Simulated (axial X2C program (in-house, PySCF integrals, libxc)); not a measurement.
## InF: cheaper levels and CCSD(T), with spin–orbit coupling

All values were computed with an axial X2C code built on PySCF integrals. Two-component (2c) means X2C with spin–orbit coupling and atomic mean-field two-electron Coulomb and Gaunt terms. Basis: In dyall-cv3z [11s12p9d4f1g], F dyall-av3z [7s6p3d2f] (cores contracted in-house); Gaussian nuclei, density fitting, unrestricted open shells. Masses: In 114.904 u, F 18.998 u.

State: Ω = 0 (closed shell); fragments In + F.

```csv
level,Re (Å),ωe (cm⁻¹),De (eV)
PBE0,1.995,524.4,n/a
HF,1.978,549.2,n/a
MP2,2.011,521.9,5.77
CCSD,2.003,529.5,5.26
PW91,2.019,499.1,n/a
```

Correlated methods: 10 electrons correlated (number of frozen shells: In 4 s, 3 p, 2 d; F 1 s), 258 virtual spin orbitals or spinors in MP2, 90 natural virtuals in coupled cluster.

CCSD(T), same Hamiltonian and basis:

Re = 2.008 Å, ωe = 523.8 cm⁻¹, De = 5.40 eV; T1 = 0.016 (Lee–Taylor normalisation).

(1) Give the differences from CCSD(T) in the columns below.

Occupations by symmetry block were frozen at the best pattern of an incomplete PBE0 search. Closed shells are restricted here (equal orbitals for both partners); the stretched side of such a curve lies too high. De is counted from the lowest determinant-based energies of the atoms at the same level, without counterpoise correction. De is not given where an atomic determinant may have missed its ground term or J level, or where the truncated virtual space spoils (T). Coupled cluster ran in a truncated set of natural virtual spinors; the MP2 energy of the rest was added. (T) has no such correction and the atoms are truncated less, which lowers De at CCSD(T) by a hundredth of an eV or more. The functionals have no current-density term, which raises determinants with orbital currents, atoms included. With the outer-core shells frozen, correlated bond lengths of heavy atoms tend to come out a few hundredths of an ångström too long.

Answers

(1) 

```tsv
level	ΔRe (Å)	Δωe (cm⁻¹)	ΔDe (eV)
PBE0	-0.013	1	n/a
HF	-0.030	25	n/a
MP2	0.003	-2	0.37
CCSD	-0.005	6	-0.14
PW91	0.011	-25	n/a
```
